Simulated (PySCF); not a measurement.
In⁴⁴⁺: ionisation energy

In⁴⁴⁺ [He] 2s2 2p1 (2P) → In⁴⁵⁺ [He] 2s2 (1S), as a difference of total energies. Computed with PySCF 2.14 in an uncontracted even-tempered set (19 s from 19 bohr⁻², ratio 2.2; 12 p from 25 bohr⁻², ratio 2.2; 5 d from 95 bohr⁻², ratio 2.4; 5 f from 140 bohr⁻², ratio 2.4; 4 g from 210 bohr⁻², ratio 2.4), with scalar relativity by spin-free X2C-1e. Correlated levels: nothing frozen; virtual orbitals above 40 to 60 times the deepest correlated orbital energy dropped. The calculations carry no spin-orbit coupling.

```csv
method,ionisation energy (eV)
UHF,7292.7
LDA,7286.7
PBE,7293.9
PBE0,7293.8
r2SCAN,7296.1
MN15,7290.6
r2SCANh,7295.8
MP2 (all electrons),7291.9
SCS-MP2 (all electrons),7291.6
```

A first-order spin-orbit estimate (lowest level to lowest level, LS coupling) adds 152.4 eV.

For this ion Breit and QED terms and the two-electron picture change, all absent here, outweigh the differences among the correlated methods.

For comparison: 7442 ± 6 eV (semi-empirical (NIST evaluation); NIST Atomic Spectra Database, ionization energies).
